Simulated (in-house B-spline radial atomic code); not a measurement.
**PBE0 excitations of neutral beryllium**

Method: PBE0. Computed with an all-electron radial atomic-structure program (B-spline basis): linear response of the closed shell [He] 2s2 with the functional's adiabatic kernel; scalar-relativistic (spin-free one-electron X2C), finite nucleus, no spin-orbit coupling, no double excitations, S, P, D and F terms only.

Command:
```bash
python run_td.py task.json out
```
Settings (radii: box in bohr, nucleus in fm):
```
Z                        4
electrons                4
configuration            [He] 2s2
hamiltonian              x2c
method                   pbe0
box_radius               75
rms_radius               2.519
intervals                79
```

Run time, properties included: 0.2 s on 1 thread of AMD EPYC 9R45 96-Core Processor (Zen 5), on a shared host.

The lowest states, in the order of their Tamm-Dancoff energies; the method's threshold (minus the highest occupied level) is 6.493 eV. Labels give the largest channel, * marks a mixed state, and oscillator strengths are full-response dipole values. Measured ¹D terms are left out, since they can mix with doubly excited terms. Semilocal kernels can invert the small singlet-triplet splittings of Rydberg terms. Energies in eV:

| state | full response | Tamm-Dancoff | oscillator strength | measured (J-weighted term) |
| --- | --- | --- | --- | --- |
| 2s → 2p 3P | ? | ? | - | ? |
| 2s → 2p 1P | 4.919 | 5.184 | 1.35 | 5.277 |
| 2s → 3s 3S | 5.677 | 5.686 | - | 6.457 |
| 2s → 3s 1S | 5.957 | 5.964 | - | 6.779 |
| 2s → 3p 3P | ? | ? | - | - |
| 2s → 3p 1P | 6.281 | 6.297 | 0.0174 | 7.462 |

**Question.** Where does 2s → 2p 3P lie?

**Answer.** At 1.795 eV in full response, 2.286 eV in Tamm-Dancoff; measured 2.725 eV.

**Question.** Where does 2s → 3p 3P lie?

**Answer.** At 6.179 eV in full response, 6.185 eV in Tamm-Dancoff.

**Question.** How large is the singlet-triplet splitting of 2s → 2p (P terms) in Tamm-Dancoff?

**Answer.** 2.9 eV, from the unrounded values.

**Question.** What polarisabilities and dispersion coefficient does the method give?

**Answer.** Dipole 42.95 bohr³, quadrupole 339.6 bohr⁵, C6 257.8 hartree·bohr⁶ for two such species. Recommended dipole value: 37.74 ± 0.03 bohr³ (Schwerdtfeger and Nagle, table of static dipole polarizabilities (2023 update)), which includes relativity and correlation.
